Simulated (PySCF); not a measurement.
**Mg⁺ (magnesium, charge +1) across methods**

[Ne] 3d1, 2D determinant (an excited configuration). Calculation: PySCF 2.14, in x2c-TZVPPall with one added diffuse shell each of s, p, d type (6s5p4d, 41 functions); the spin-free X2C one-electron Hamiltonian (Gaussian nucleus).

```json
{"method": "PBE0", "E (hartree)": "-199.6786", "mean ε 2p α (eV)": "-64.312", "mean ε 2p β (eV)": "-64.300", "mean ε 3d α (eV)": "-5.353", "Σ⟨r²⟩ (bohr²)": "32.33", "⟨S²⟩": "0.750"}
{"method": "LDA", "E (hartree)": "-198.8222", "mean ε 2p α (eV)": "-60.344", "mean ε 2p β (eV)": "-60.331", "mean ε 3d α (eV)": "-4.814", "Σ⟨r²⟩ (bohr²)": "32.30", "⟨S²⟩": "0.750"}
{"method": "BHandHLYP", "E (hartree)": "-199.7801", "mean ε 2p α (eV)": "-68.384", "mean ε 2p β (eV)": "-68.377", "mean ε 3d α (eV)": "-5.561", "Σ⟨r²⟩ (bohr²)": "32.81", "⟨S²⟩": "0.750"}
{"method": "B97-3", "E (hartree)": "-199.7690", "mean ε 2p α (eV)": "-64.605", "mean ε 2p β (eV)": "-64.608", "mean ε 3d α (eV)": "-5.375", "Σ⟨r²⟩ (bohr²)": "31.80", "⟨S²⟩": "0.750"}
{"method": "PBE", "E (hartree)": "-199.6622", "mean ε 2p α (eV)": "-60.195", "mean ε 2p β (eV)": "-60.181", "mean ε 3d α (eV)": "-5.039", "Σ⟨r²⟩ (bohr²)": "31.63", "⟨S²⟩": "0.750"}
{"method": "UHF", "E (hartree)": "-199.35059", "mean ε 2p α (eV)": "-75.551", "mean ε 2p β (eV)": "-75.548", "mean ε 3d α (eV)": "-6.052", "Σ⟨r²⟩ (bohr²)": "35.99", "⟨S²⟩": "0.750"}
{"method": "r2SCAN", "E (hartree)": "-199.7593", "mean ε 2p α (eV)": "-61.560", "mean ε 2p β (eV)": "-61.557", "mean ε 3d α (eV)": "-4.887", "Σ⟨r²⟩ (bohr²)": "32.18", "⟨S²⟩": "0.750"}
{"method": "B3LYP", "E (hartree)": "-199.8001", "mean ε 2p α (eV)": "-63.622", "mean ε 2p β (eV)": "-63.616", "mean ε 3d α (eV)": "-5.316", "Σ⟨r²⟩ (bohr²)": "31.68", "⟨S²⟩": "0.750"}
{"method": "BLYP", "E (hartree)": "-199.7961", "mean ε 2p α (eV)": "-60.148", "mean ε 2p β (eV)": "-60.145", "mean ε 3d α (eV)": "-4.962", "Σ⟨r²⟩ (bohr²)": "31.17", "⟨S²⟩": "0.750"}
```

The outer electron is Rydberg-like, and this basis confines it to a smaller radius and binds it less than a complete one would.
